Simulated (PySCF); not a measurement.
Zr: ionisation energy

Zr [Kr] 4d2 5s2 (3F) → Zr⁺ [Kr] 4d2 5s1 (4F), as a difference of total energies. Calculation: PySCF 2.14, in x2c-TZVPPall (8s6p6d2f1g, 79 functions); the spin-free X2C one-electron Hamiltonian (Gaussian nucleus). Correlated levels: valence: [Kr] frozen. The calculations carry no spin-orbit coupling.

| method | ionisation energy (eV) | error (eV) |
| --- | --- | --- |
| UHF | 5.187 | -1.452 |
| MP2 (valence) | 6.089 | -0.550 |
| SCS-MP2 (valence) | 6.274 | -0.365 |
| CCSD (valence) | 6.328 | -0.311 |
| CCSD(T) (valence) | 6.406 | -0.233 |

Reference: 6.639 eV (measured; NIST levels, between the centres of gravity of the two terms).

Errors of the correlated levels include the incompleteness of this basis and the frozen core.
